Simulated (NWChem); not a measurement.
Program: NWChem. System: OSn, charge 0, spin multiplicity 1, displaced from the optimised geometry. Level: RHF/def2-SVP with def2 effective core potentials on Sn, spin-restricted.

Job file:

```
start mol
memory heap 200 mb stack 900 mb global 1100 mb
geometry units angstroms nocenter noautoz noautosym
  Sn     0.000000     0.000000     2.091922
  O      0.000000     0.000000    -1.584789
end
basis spherical
  * library def2-svp
end
ecp
  Sn library def2-ecp
end
scf
  rhf
  nopen 0
  maxiter 100
  thresh 1e-7
  semidirect memsize 60000000 filesize 0
end
task scf energy
```

Part of the output:

```
             Northwest Computational Chemistry Package (NWChem) 7.3.0
             --------------------------------------------------------

                                NWChem Input Module
                                -------------------

 Scaling coordinates for geometry "geometry" by  1.889725989
 (inverse scale =  0.529177249)

                             Geometry "geometry" -> ""
                             -------------------------

 Output coordinates in angstroms (scale by  1.889725989 to convert to a.u.)

  No.       Tag          Charge          X              Y              Z
 ---- ---------------- ---------- -------------- -------------- --------------
    1 Sn                  50.0000     0.00000000     0.00000000     2.09192200
    2 O                    8.0000     0.00000000     0.00000000    -1.58478900

 Effective nuclear repulsion energy (a.u.)      57.5707200266

            Nuclear Dipole moment (a.u.)
            ----------------------------
        X                 Y               Z
 ---------------- ---------------- ----------------
     0.0000000000     0.0000000000   173.6994327964


 Summary of "ao basis" -> "" (spherical)
 ------------------------------------------------------------------------------
       Tag                 Description            Shells   Functions and Types
 ---------------- ------------------------------  ------  ---------------------
 *                          def2-svp                  on all atoms

 Summary of "ao basis" -> "ao basis" (spherical)
 ------------------------------------------------------------------------------
       Tag                 Description            Shells   Functions and Types
 ---------------- ------------------------------  ------  ---------------------
 Sn                         def2-svp                10       26   4s4p2d
 O                          def2-svp                 6       14   3s2p1d

                                 NWChem SCF Module
                                 -----------------

  ao basis        = "ao basis"
  functions       =    40
  atoms           =     2
[...]
              MO Center=  1.6D-15,  8.5D-16, -1.6D+00, r^2= 5.5D-01
   Bfn.  Coefficient  Atom+Function         Bfn.  Coefficient  Atom+Function
  ----- ------------  ---------------      ----- ------------  ---------------
    30      0.667771  2 O  px                33      0.473780  2 O  px

 Vector   14  Occ=2.000000D+00  E=-5.153525D-01
              MO Center= -2.3D-16,  1.9D-15, -1.6D+00, r^2= 5.5D-01
   Bfn.  Coefficient  Atom+Function         Bfn.  Coefficient  Atom+Function
  ----- ------------  ---------------      ----- ------------  ---------------
    31      0.667771  2 O  py                34      0.473780  2 O  py

 Vector   15  Occ=2.000000D+00  E=-2.274976D-01
              MO Center= -1.1D-15, -5.5D-16,  1.9D+00, r^2= 3.9D+00
   Bfn.  Coefficient  Atom+Function         Bfn.  Coefficient  Atom+Function
  ----- ------------  ---------------      ----- ------------  ---------------
    16      0.600788  1 Sn pz                13      0.502058  1 Sn pz
    10     -0.164853  1 Sn pz                 7     -0.155271  1 Sn pz

 Vector   16  Occ=0.000000D+00  E=-1.571076D-02
              MO Center=  3.8D-16,  6.2D-16,  2.1D+00, r^2= 3.9D+00
   Bfn.  Coefficient  Atom+Function         Bfn.  Coefficient  Atom+Function
  ----- ------------  ---------------      ----- ------------  ---------------
    14      0.521245  1 Sn px                15      0.520135  1 Sn py
    11      0.266718  1 Sn px                12      0.266150  1 Sn py

 Vector   17  Occ=0.000000D+00  E=-1.571076D-02
              MO Center= -4.1D-16,  6.1D-16,  2.1D+00, r^2= 3.9D+00
   Bfn.  Coefficient  Atom+Function         Bfn.  Coefficient  Atom+Function
  ----- ------------  ---------------      ----- ------------  ---------------
    14      0.520135  1 Sn px                15     -0.521245  1 Sn py
    11      0.266150  1 Sn px                12     -0.266718  1 Sn py

 Vector   18  Occ=0.000000D+00  E= 4.968862D-02
              MO Center= -4.4D-16, -5.0D-17, -1.2D+00, r^2= 2.2D+00
   Bfn.  Coefficient  Atom+Function         Bfn.  Coefficient  Atom+Function
  ----- ------------  ---------------      ----- ------------  ---------------
    35      0.581642  2 O  pz                32      0.526216  2 O  pz
     3     -0.279373  1 Sn s                 13      0.200228  1 Sn pz
     4      0.191437  1 Sn s

 center of mass
 --------------
 x =   0.00000000 y =   0.00000000 z =   3.12317441

 moments of inertia (a.u.)
 ------------------
         679.906182984839           0.000000000000           0.000000000000
           0.000000000000         679.906182984839           0.000000000000
           0.000000000000           0.000000000000           0.000000000000

  Mulliken analysis of the total density
  --------------------------------------

    Atom       Charge   Shell Charges
 -----------   ------   -------------------------------------------------------
    1 Sn  22    21.91   1.60  0.43  1.27  0.69  3.26  2.73  0.81  1.10  9.78  0.22
    2 O    8     8.09   1.99  1.18  0.82  2.49  1.61  0.00

       Multipole analysis of the density wrt the origin
       ------------------------------------------------

     L   x y z        total         open         nuclear
     -   - - -        -----         ----         -------
     0   0 0 0      0.000000      0.000000     30.000000

     1   1 0 0      0.000000      0.000000      0.000000
     1   0 1 0     -0.000000      0.000000      0.000000
     1   0 0 1      0.760537      0.000000     63.010970

     2   2 0 0    -20.521034      0.000000      0.000000
     2   1 1 0      0.000000      0.000000      0.000000
     2   1 0 1     -0.000000      0.000000      0.000000
     2   0 2 0    -20.521034      0.000000      0.000000
     2   0 1 1      0.000000      0.000000      0.000000
     2   0 0 2    -27.295402      0.000000    415.555747

 Task  times  cpu:        0.2s     wall:        0.2s

 Total times  cpu:        0.2s     wall:        0.2s
```
